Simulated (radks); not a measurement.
The nuclear charge of neutral strontium is varied continuously with 38 electrons held in [Kr] 5s2. All-electron calculation, Dirac Kohn-Sham, BLYP, spin-unpolarised, spherical densities, finite nucleus; Fermi nuclear charge, rms radius 4.224 fm. Program: a radial shooting solver on a logarithmic mesh with Libxc functionals. By the Hellmann-Feynman theorem dE/dZ = E(electron-nucleus)/Z, the electronic potential at the nucleus (averaged over a nucleus of fixed radius).

| Z | E (hartree) | E(electron-nucleus)/Z (hartree) | HOMO | e(HOMO) (eV) | <r> HOMO (bohr) |
|---|---|---|---|---|---|
| 37.8 | -3140.00374 | -200.506 | 5s1/2 | -2.271 | 4.572 |
| 38 | -3180.24908 | -201.947 | 5s1/2 | -3.376 | 4.309 |
| 38.2 | -3220.78239 | -203.386 | 5s1/2 | -4.576 | 4.092 |
| 38.4 | -3261.60350 | -204.825 | 5s1/2 | -5.864 | 3.906 |

The central difference of E at Z = 38 is -201.947 hartree, to compare with the third column; the second derivative is -7.2 hartree.
